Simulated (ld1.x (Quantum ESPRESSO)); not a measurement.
## Building the TM potential for Mg (PBE, scalar-relativistic).

* Element: magnesium (Mg)
* Generator: ld1.x (Quantum ESPRESSO) 7.5
* Type: norm-conserving Troullier–Martins (Kleinman–Bylander form)
* Functional: PBE
* Relativity: scalar-relativistic
* Frozen core: [He]
* Valence charge: 10
* Reference configuration: 2s2 2p6 3s1 3p1
* Partial waves: 2p (bound): rc 0.72 bohr; 2s (bound): rc 0.30 bohr
* Local potential: the s channel
* Core correction: none

Occupied shells without a wave of their own: 3p, 3s. They enter only through the test configuration that unscreens the potential.

- Largest excitation error: +148 meV (all-electron minus pseudo) for 2s1 2p6 3s2 3p0, out of 7 test configurations

A Bessel basis up to 400 Ry misses an occupied level by 0.70 Ry, so cutoffs and ghosts were not judged.
